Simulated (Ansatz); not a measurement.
Cost and result for the atomization energy of CHBINO (6 atoms, 7 bonds).

```xyz
6

I     2.036    0.297   -1.936
B     0.509    0.077   -0.535
N    -0.974   -0.033   -0.592
C    -0.762   -0.106    0.663
O     0.620   -0.017    0.880
H    -1.428   -0.217    1.520
```

The species carries charge 0 and has multiplicity 1. Correlated methods include outer-core shells of I, which these sets cover unevenly. I takes the def2 core potential. The bonds changed during the relaxation, so this is another structure than the one it started from. Geometry: relaxed with PBE0-D4/def2-TZVP. Program: Ansatz. All runs use 2 threads of an Intel Xeon on a shared host. Times are those of one run each, without the atoms' runs, and a repeat can differ threefold. Electronic energies, without spin–orbit coupling; frozen cores. CCSD(T)/CBS adds CCSD(T) − MP2 in def2-TZVPP to the MP2 limit, and its time is that of the two runs behind it. T1 = 0.014. With those shells the extrapolation isn't a true limit. B3LYP takes the VWN-RPA correlation (the form of Gaussian; ORCA's B3LYP/G).

CCSD(T)/CBS is a level of theory with its own doubt, some kJ/mol a heavy atom from the limit and from the frozen cores, so smaller differences don't rank the functionals.

| level | functions | wall time | atomization (kJ/mol) | difference from CCSD(T)/CBS | per bond |
| --- | --- | --- | --- | --- | --- |
| LDA (SPW92)/def2-TZVPP | 188 | 5 s | 2980.3 | 519.1 | 74.2 |
| revPBE-D4/def2-TZVPP | 188 | 5.5 s | 2519.1 | 57.9 | 8.3 |
| BLYP-D4/def2-TZVPP | 188 | 6.5 s | 2501.7 | 40.5 | 5.8 |
| CAM-B3LYP-D4/def2-TZVPP | 188 | 12 s | 2470.2 | 9.0 | 1.3 |
| BHLYP-D4/def2-TZVPP | 188 | 13 s | 2323.8 | -137.4 | -19.6 |
| B2PLYP/def2-TZVPP | 188 | 18 s | 2446.7 | -14.5 | -2.1 |
| B3LYP-D4/def2-TZVPP (with forces) | 188 | 18 s | 2463.0 | 1.8 | 0.3 |
| B97M-V/def2-TZVPP | 188 | 24 s | 2481.0 | 19.8 | 2.8 |
| ωB97M-V/def2-TZVPP (with forces) | 188 | 25 s | 2481.1 | 19.9 | 2.8 |
| CCSD(T)/def2-SVP | 87 | 25 s | 2308.9 | -152.3 | -21.8 |
| MP2/def2-QZVPP | 340 | 47 s | 2556.3 | 95.1 | 13.6 |
| CCSD(T)/def2-TZVPP | 188 | 3.8 min | 2374.3 | -86.9 | -12.4 |
| CCSD(T)/CBS(def2) | – | 4.6 min | 2461.2 | 0.0 | 0.0 |

From PBE to PBE0 (25 % exact exchange), in def2-TZVPP and without D4, the atomization energy moves by −105.1 kJ/mol: exact exchange takes away binding that semilocal exchange gives to molecules. In def2-TZVPP, CCSD(T) changes the Hartree–Fock value by +780.3 kJ/mol (the triples alone add +74.8 kJ/mol) and MP2 by +910.8 kJ/mol; breaking electron pairs costs correlation energy, which Hartree–Fock lacks. At CCSD(T), def2-SVP lies −152.3 kJ/mol from the extrapolated value and def2-TZVPP −87.0 kJ/mol: correlation converges slowly with the basis, and small sets miss more of it in the bonded molecule than in its fragments.

Spin–orbit coupling would lower the free I atoms strongly, and the atomization energy with them, by more than many differences here.
